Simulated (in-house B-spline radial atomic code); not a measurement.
**Ionising Cr⁸⁺ with different functionals**

Computed with an all-electron radial atomic-structure program (B-spline basis): non-relativistic Hamiltonian, point nucleus, spin-polarised at highest spin, spherical fractional occupations for the functionals, the average over the highest-spin determinants for Hartree-Fock. The ionisation energy is the difference of two self-consistent energies, [Ne] 3s2 3p4 → [Ne] 3s2 3p3, without Breit or QED terms; ε is the level of the shell that loses the electron (its least bound occupied spin orbital).

Hybrids are left out here: with spherical fractional occupations of an open shell their exact exchange keeps a self-interaction that integer-occupation calculations don't have.

```json
{"method": "Hartree-Fock", "rung": "Hartree-Fock", "ΔSCF (eV)": "207.11", "-ε(3p) (eV)": "207.89"}
{"method": "LDA VWN5", "rung": "LDA", "ΔSCF (eV)": "209.29", "-ε(3p) (eV)": "196.91"}
{"method": "LDA PW92", "rung": "LDA", "ΔSCF (eV)": "209.28", "-ε(3p) (eV)": "196.91"}
{"method": "LDA exchange-only", "rung": "LDA", "ΔSCF (eV)": "206.65", "-ε(3p) (eV)": "194.47"}
{"method": "PBE", "rung": "GGA", "ΔSCF (eV)": "208.87", "-ε(3p) (eV)": "196.65"}
{"method": "PBEsol", "rung": "GGA", "ΔSCF (eV)": "208.77", "-ε(3p) (eV)": "196.55"}
{"method": "BLYP", "rung": "GGA", "ΔSCF (eV)": "208.89", "-ε(3p) (eV)": "196.53"}
{"method": "RPBE", "rung": "GGA", "ΔSCF (eV)": "?", "-ε(3p) (eV)": "?"}
{"method": "PW91", "rung": "GGA", "ΔSCF (eV)": "209.08", "-ε(3p) (eV)": "196.84"}
{"method": "BP86", "rung": "GGA", "ΔSCF (eV)": "209.16", "-ε(3p) (eV)": "196.87"}
{"method": "AM05", "rung": "GGA", "ΔSCF (eV)": "?", "-ε(3p) (eV)": "?"}
{"method": "OLYP", "rung": "GGA", "ΔSCF (eV)": "208.72", "-ε(3p) (eV)": "196.73"}
{"method": "TPSS", "rung": "meta-GGA", "ΔSCF (eV)": "208.70", "-ε(3p) (eV)": "196.66"}
{"method": "SCAN", "rung": "meta-GGA", "ΔSCF (eV)": "208.24", "-ε(3p) (eV)": "196.52"}
{"method": "r2SCAN", "rung": "meta-GGA", "ΔSCF (eV)": "208.18", "-ε(3p) (eV)": "196.45"}
{"method": "M06-L", "rung": "meta-GGA", "ΔSCF (eV)": "207.94", "-ε(3p) (eV)": "196.22"}
{"method": "revTPSS", "rung": "meta-GGA", "ΔSCF (eV)": "208.50", "-ε(3p) (eV)": "196.50"}
```

Problem. What does RPBE give?

Solution. ΔSCF 208.70 eV, and -ε(3p) = 196.56 eV.

Problem. What does AM05 give?

Solution. ΔSCF 208.80 eV, and -ε(3p) = 196.58 eV.

Problem. How do they compare with the NIST value?

Solution. NIST lists 209.5 eV ± 0.3 (semi-empirical, ground level to ground level). Errors run from -2.85 to -0.21 eV; LDA VWN5 is closest (-0.21 eV), though others lie within the uncertainty of it, and part of that can be cancellation, since the calculations leave out relativity, Breit-QED terms, multiplet and fine-structure energies. Hartree-Fock also lacks correlation.
